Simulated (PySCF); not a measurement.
## Electric field gradients and quadrupole coupling constants

C₇H₁₂O₄.
Geometry (GFN2-xTB, Å), atoms numbered from 1 in this order:
```
atom  x, y, z in Å
C1    -2.3477    1.5398   -0.0590
C2    -2.3837    0.1201   -0.6120
C3    -1.3773   -0.7984    0.0827
C4    -1.4549   -2.2323   -0.4229
O5    -0.0450   -0.3107   -0.1925
C6     0.6328    0.2495    0.7871
O7     0.2885    0.3743    1.9309
C8     1.9812    0.7738    0.2520
O9     2.0945    1.7867   -0.3823
O10    2.9642   -0.0329    0.6186
C11    4.2909    0.3282    0.2361
H12   -3.1067    2.1501   -0.5418
H13   -2.5335    1.5373    1.0129
H14   -1.3774    1.9978   -0.2383
H15   -2.1619    0.1334   -1.6807
H16   -3.3785   -0.3061   -0.4733
H17   -1.5253   -0.7637    1.1690
H18   -1.2764   -2.2577   -1.4948
H19   -0.7062   -2.8471    0.0704
H20   -2.4388   -2.6433   -0.2158
H21    4.5636   -0.2165   -0.6688
H22    4.3473    1.4014    0.0489
H23    4.9457    0.0435    1.0566
```

Field gradients from the PBE0/pcSseg-1 density (PySCF, non-relativistic), principal values in atomic units, ordered |Vxx| ≤ |Vyy| ≤ |Vzz|:

```csv
atom,Vxx,Vyy,Vzz
O5,-0.5601,-1.0611,1.6212
O7,0.6591,0.9056,-1.5647
O9,0.6427,0.9128,-1.5555
O10,-0.5859,-1.1390,1.7250
```

Task: Find the asymmetry η = (Vxx − Vyy)/Vzz and the couplings χ = eQV/h (234.96 MHz × Q in barn × V in au), with Q(17O) = −0.0256 b.

Result: 
```tsv
atom	environment	nucleus	η	χzz (MHz)	χxx (MHz)	χyy (MHz)
O5	ester single-bonded oxygen	17O	0.31	-9.75	3.37	6.38
O7	ester carbonyl oxygen	17O	0.16	9.41	-3.96	-5.45
O9	ester carbonyl oxygen	17O	0.17	9.36	-3.87	-5.49
O10	ester single-bonded oxygen	17O	0.32	-10.38	3.52	6.85
```

Task: What is Vzz at O5 in SI units (1 au = 9.71736 × 10²¹ V/m²)?

Result: 1.6212 au = 15.754 × 10²¹ V/m².

Were the hydrogens deuterons (Q(2H) = 0.00286 b), χzz would run from 184 kHz (H17) to 213 kHz (H12 and H20).

The structure is a single GFN2-xTB conformer in the gas phase; no vibrational or solvent corrections. GFN2-xTB frequencies show an imaginary mode (48i cm⁻¹), so this geometry is no minimum at that level. GFN2-xTB bond lengths can be off by several hundredths of an ångström, more for odd bonds, and the gradients follow them. With so small a basis the couplings can be 20 % off.

The run behind these numbers computed NMR shieldings as well. Rough CPU time on one thread of a shared machine: about 2.4 min.
